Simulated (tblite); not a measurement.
methylsilane (CH6Si), singlet, at a GFN2-xTB geometry; tblite with GFN1-xTB with ALPB(water).

The tblite input:
```
$ tblite run mol.xyz --method gfn1 --charge 0 --spin 0 --alpb water --json tblite.json --no-restart

# file mol.xyz
8

C     -0.01298196     0.00392095    -1.25022897
Si     0.00669850    -0.00202315     0.64510011
H     -0.01147190    -1.00712268    -1.64830101
H     -0.89650587     0.50641306    -1.63436438
H      0.85673226     0.51618733    -1.65253877
H      0.00413621     1.37681588     1.13946736
H     -1.17977102    -0.70041180     1.14524608
H      1.21099302    -0.68708334     1.12046299
```

Q: Predict the main parts of the log of this tblite run.

A: 
```
xTB calculator
 | screened Coulomb repulsion
 | Coulomb electrostatics
 |  * isotropic Klopman-Ohno-Mataga-Nishimoto electrostatics
 |  * onsite third-order electrostatics
 | DFT-D3(BJ) dispersion correction
 | Interactions (3)
 | [1] alpb/gbsa reaction field model
 | [2] cds contribution to solvation
 | [3] empirical free energy shift and standard state/solvent correction

halogen bonding energy    0.0000000000000E+00 Eh
repulsion energy          8.8950184807344E-02 Eh
dispersion energy        -1.6867422730753E-03 Eh
interaction energy        1.9721503133100E-03 Eh
number of electrons       1.4000000000000E+01 e
integral cutoff           2.8146159136829E+01 bohr

------------------------------------------------------------
  cycle        total energy    energy error   density error
------------------------------------------------------------
      1     -7.196356972431  -7.2855926E+00   4.4796578E-01
      2     -7.203410178503  -7.0532061E-03   2.5903889E-01
      3     -7.203457763582  -4.7585079E-05   2.5257124E-02
      4     -7.203737360831  -2.7959725E-04   3.0325916E-03
      5     -7.203756197300  -1.8836469E-05   1.5463623E-03
      6     -7.203757703334  -1.5060336E-06   4.9417038E-04
      7     -7.203757964204  -2.6087020E-07   1.2914283E-04
      8     -7.203757978096  -1.3891912E-08   5.9910009E-05
      9     -7.203757981197  -3.1011655E-09   5.0699038E-07
------------------------------------------------------------

electronic energy        -7.2929935740447E+00 Eh
total energy             -7.2037579811972E+00 Eh

Post processing:
 | Mayer-Wiberg bond orders

[Info] JSON dump of results written to 'tblite.json'
```
